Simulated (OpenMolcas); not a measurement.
Multiconfigurational calculation on Cr+

Input:

```
&GATEWAY
Coord
1

Cr 0.0 0.0 0.0
Basis=ANO-L-VQZP
Group=XYZ
NoMove
AngMom=0.0 0.0 0.0
AMFI
&SEWARD
&RASSCF
FileOrb=start.orb
Symmetry=1
Spin=6
nActEl=5 0 0
Inactive=3 6
Ras2=5 0
CIRoot=1 1 1
SDav=1
CIMx=300
Iter=120 100
PrWF=0.3
OrbListing=Nothing
MaxOrb=0
Atom
>>> COPY $Project.JobIph JOB001
&RASSCF
FileOrb=start.orb
Symmetry=1
Spin=4
nActEl=5 0 0
Inactive=3 6
Ras2=5 0
CIRoot=24 24 1
SDav=24
CIMx=300
Iter=120 100
PrWF=0.3
OrbListing=Nothing
MaxOrb=0
Atom
>>> COPY $Project.JobIph JOB002
&RASSCF
FileOrb=start.orb
Symmetry=1
Spin=2
nActEl=5 0 0
Inactive=3 6
Ras2=5 0
CIRoot=75 75 1
SDav=75
CIMx=300
Iter=120 100
PrWF=0.3
OrbListing=Nothing
MaxOrb=0
Atom
>>> COPY $Project.JobIph JOB003
&RASSI
NrOfJobIphs=3 1 17 13
1
1 2 3 4 5 6 7 8 9 10 11 12 13 14 15 16 17
1 2 3 4 5 6 7 8 9 10 11 12 13
IphNames
JOB001
JOB002
JOB003
EJob
SpinOrbit
DIPRint=1.0
SOCoupling=1000.0
Subsets=2
MEES
Property=10
'ANGMOM' 1 'ANGMOM' 2 'ANGMOM' 3 'MLTPL  1' 1 'MLTPL  1' 2 'MLTPL  1' 3
'AMFI' 1 'AMFI' 2 'AMFI' 3 'MLTPL  2' 6
SOProperty=3
'ANGMOM' 1 'ANGMOM' 2 'ANGMOM' 3
```

Launched by
```bash
OMP_NUM_THREADS=1 MOLCAS_MEM=2252 MOLCAS_PROJECT=a pymolcas a.inp > a.log  # once for each step of the input, in one work folder
```

A driver script runs the steps one by one and writes start.orb anew before each from the orbitals found so far.

Output, cut to the results:

```
--- SEWARD ---
Basis set label: CR.ANO-L...7S6P4D3F2G.

      Electronic valence basis set:
      ------------------
      Associated Effective Charge  24.000000 au
      Associated Actual Charge     24.000000 au
      Nuclear Model: Point charge

      Shell  nPrim  nBasis  Cartesian Spherical Contaminant
         s      21       7        X
         p      15       6        X
         d      10       4                 X
         f       6       3                 X
         g       4       2                 X
                  Atomic mean-field integrals
--- RASSCF ---
Wave function specifications:
      -----------------------------

      Number of closed shell electrons          18
      Number of electrons in active shells       5
      Max number of holes in RAS1 space          0
      Max nr of electrons in RAS3 space          0
      Number of inactive orbitals                9
      Number of active orbitals                  5
      Number of secondary orbitals              70
      Spin quantum number                      2.5
      State symmetry                             1
Orbital specifications:
      -----------------------

      Symmetry species                           1   2
                                                ag  au
      Frozen orbitals                            0   0
      Inactive orbitals                          3   6
      Active orbitals                            5   0
      RAS1 orbitals                              0   0
      RAS2 orbitals                              5   0
      RAS3 orbitals                              0   0
      Secondary orbitals                        37  33
      Deleted orbitals                           0   0
      Number of basis functions                 45  39
      Number of CSFs                             1
      Number of root(s) required                 1
      Iter CI   SX   CI       RASSCF       Energy    max ROT     max BLB   max BLB  Level Ln srch  Step   QN
          iter iter root      energy       change     param      element    value   shift minimum  type update
 Nr of preliminary CI iterations:   1
      Total energies have been shifted. Add                -1000.00 au
        1   1    9    1   -43.12817928    0.00E+00  -7.78E-02    6  15 1  3.35E-02*  0.12   0.00    SX    NO
        2   1   10    1   -43.13631103   -8.13E-03*  3.36E-02    6  12 2  3.48E-02*  0.20   0.00    SX    NO
        3   1   10    1   -43.13741464   -1.10E-03* -2.16E-02    6  12 2 -2.66E-02*  0.14   0.00    SX    NO
        4   1   10    1   -43.13775961   -3.45E-04* -1.70E-02    5  11 2  2.37E-02*  0.19   0.00    SX    NO
        5   1   10    1   -43.13807778   -3.18E-04* -7.41E-03    6  12 2 -1.98E-02*  0.15   0.55    LS   YES
        6   1    8    1   -43.13876950   -6.92E-04*  3.29E-04    3  12 1 -8.02E-04*  0.17   1.04    QN   YES
        7   1    6    1   -43.13877063   -1.13E-06*  7.46E-05    4  18 1  3.41E-05   0.17   0.95    QN   YES
        8   1    6    1   -43.13877064   -1.64E-08* -1.12E-05    4  10 2  6.53E-06   0.17   0.87    QN   YES
        9   1    3    1   -43.13877064   -4.59E-10  -7.10E-08    3  12 1 -4.97E-07   0.17   1.00    QN   YES
      Convergence after  9 iterations
       10   1    3    1   -43.13877064    4.55E-13  -7.10E-08    5   8 2 -9.73E-08   0.17   1.00    QN   YES
      Natural orbitals and occupation numbers for root  1
      sym 1:   1.000000   1.000000   1.000000   1.000000   1.000000
::    RASSCF root number  1 Total energy:  -1043.13877064
--- RASSCF ---
Wave function specifications:
      -----------------------------

      Number of closed shell electrons          18
      Number of electrons in active shells       5
      Max number of holes in RAS1 space          0
      Max nr of electrons in RAS3 space          0
      Number of inactive orbitals                9
      Number of active orbitals                  5
      Number of secondary orbitals              70
      Spin quantum number                      1.5
      State symmetry                             1
Orbital specifications:
      -----------------------

      Symmetry species                           1   2
                                                ag  au
      Frozen orbitals                            0   0
      Inactive orbitals                          3   6
      Active orbitals                            5   0
      RAS1 orbitals                              0   0
      RAS2 orbitals                              5   0
...
--- RASSI ---
SPIN-FREE ENERGIES:
  (Shifted by EMIN (a.u.) =      -1043.1387706444)

 SF State       Relative EMIN(au)   Rel lowest level(eV)    D:o, cm**(-1)      L_eff

     1             0.0000000000        0.0000000000              0.0000         0.0
     2             0.1200706259        3.2672881775          26352.4564         4.0
     3             0.1200706259        3.2672881775          26352.4564         4.0
     4             0.1200706259        3.2672881775          26352.4564         4.0
     5             0.1200706259        3.2672881775          26352.4564         4.0
     6             0.1200706259        3.2672881775          26352.4564         4.0
     7             0.1200706259        3.2672881775          26352.4564         4.0
     8             0.1200706259        3.2672881775          26352.4564         4.0
     9             0.1200706259        3.2672881775          26352.4564         4.0
    10             0.1200706259        3.2672881775          26352.4564         4.0
    11             0.1380352928        3.7561316683          30295.2450         1.0
    12             0.1380352928        3.7561316683          30295.2450         1.0
    13             0.1380352928        3.7561316683          30295.2450         1.0
    14             0.1493471002        4.0639416291          32777.8998         2.0
    15             0.1493471002        4.0639416291          32777.8998         2.0
    16             0.1493471002        4.0639416291          32777.8998         2.0
    17             0.1493471002        4.0639416291          32777.8998         2.0
    18             0.1493471002        4.0639416291          32777.8998         2.0
    19             0.1704026934        4.6368935068          37399.0683         6.0
    20             0.1704026934        4.6368935068          37399.0683         6.0
    21             0.1704026934        4.6368935068          37399.0683         6.0
...
```

Levels above the lowest, from the spin-orbit matrix, grouped by J:

```csv
Configuration,Term,J,E (cm⁻¹),Measured (cm⁻¹),g,Term weight %
3d⁵,⁶S,5/2,0.0,0.0,2.002,100
3d⁵,⁴G,7/2,26360,20518,0.984,100
3d⁵,⁴G,9/2,26360,20519,1.172,100
3d⁵,⁴G,5/2,26360,20512,0.570,100
3d⁵,⁴G,11/2,26360,20512,1.273,100
3d⁵,⁴P,5/2,30268,21823,1.598,98
3d⁵,⁴P,3/2,30270,21824,1.728,99
3d⁵,⁴P,1/2,30292,21824,2.660,100
3d⁵,⁴D,7/2,32785,,1.430,100
3d⁵,⁴D,1/2,32795,,0.009,100
3d⁵,⁴D,3/2,32818,,1.207,99
3d⁵,⁴D,5/2,32828,,1.376,98
```

Against the 7 measured excited levels shown (NIST Handbook of Basic Atomic Spectroscopic Data) the mean absolute deviation is 7000 cm-1; the largest miss in energy is 3d⁵ ⁴P_1/2: computed 30292, measured 21824 cm⁻¹ (+38.8 %).

Some high roots are left out of the spin-orbit mixing, which shifts the levels that they would mix with. Without dynamic correlation excited terms often stand tens of per cent too high (terms of higher spin than the ground term too low), and those without a measured partner can miss by more than the paired ones. Measured partners are found by configuration, term and J. A level has none where our copy of the source lacks it or the pairing is in doubt (some pairs that miss far off the trend of their configuration count as doubtful), and it then counts in no deviation. Levels of configurations outside the active space are missing. The first state left out of the spin-orbit step lies near 42000 cm-1 above the lowest spin-free state of the reference (among the parities and spins computed), and the list stops at four fifths of that energy or lower.

The term weight is that of the spin-free term in the level, not the purity of its configuration.
